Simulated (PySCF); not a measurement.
CH7ClSi2.
Bonds: Si1–C2, C2–Si3, Si3–Cl4. Hydrogens: H5, H6, H7 on Si1; H8, H9 on C2; H10, H11 on Si3.

A GFN2-xTB structure was refined with PBE0-D3(BJ)/def2-SVP geometry optimisation, gas phase (PySCF). Its GFN2-xTB values:

```csv
coordinate,GFN2-xTB
Si1–C2,1.915 Å
Si1–H5,1.484 Å
C2–Si3,1.908 Å
C2–H8,1.086 Å
Si3–Cl4,1.989 Å
Si3–H10,1.473 Å
Si1–C2–Si3,116.1°
Si1–C2–H8,107.0°
C2–Si1–H5,107.7°
C2–Si1–H7,109.8°
C2–Si3–Cl4,108.4°
Si3–C2–H8,110.3°
Cl4–Si3–H10,108.6°
H8–C2–H9,106.0°
Si1–C2–Si3–Cl4,-179°
```

**Question.** How do these coordinates change at the PBE0-D3(BJ)/def2-SVP level?

**Answer.** 
| coordinate | PBE0-D3(BJ)/def2-SVP (Å or °) | change |
| --- | --- | --- |
| Si3–Cl4 | 2.074 | +0.085 |
| C2–Si3 | 1.866 | -0.042 |
| Si1–C2 | 1.885 | -0.030 |
| C2–H8 | 1.104 | +0.018 |
| Si3–H10 | 1.490 | +0.017 |
| Si1–H5 | 1.495 | +0.011 |
| C2–Si1–H5 | 110.1 | +2.4 |
| Si1–C2–H8 | 108.9 | +1.9 |
| Si3–C2–H8 | 108.4 | -1.9 |
| C2–Si3–Cl4 | 109.9 | +1.5 |
| Si1–C2–Si3 | 115.0 | -1.1 |
| H8–C2–H9 | 107.0 | +1.0 |
| Cl4–Si3–H10 | 107.7 | -0.9 |
| C2–Si1–H7 | 110.5 | +0.7 |
| Si1–C2–Si3–Cl4 | 178 | -3 |

The energy falls by 0.182 eV over 6 energy and gradient evaluations, the largest force component goes from 0.0378 to 2.1e-04 Eh/bohr, and the atoms move by 0.055 Å rms after alignment. The bond that changes most is Si3–Cl4 (chlorine-bound silicon to silicon-bound chlorine), which lengthens by 0.085 Å. Bonds longer at the end by more than 0.005 Å: 8 of 10; shorter: 2. Rotational constants go from 13392, 1166, 1107 to 13549, 1154, 1098 MHz.

The run used 103 basis functions and 38 SCF cycles in all. Time: 22 s wall; peak memory 0.43 GiB. Hardware: an Arm Neoverse V1 with one thread, no GPU (shared host).

Not checked by PBE0-D3(BJ)/def2-SVP frequencies. One conformer, not necessarily the lowest.

The values belong to the conformer `[SiH3:1][CH2:2][SiH2:3][Cl:4]`: Si1–C2–Si3–Cl4 178°.
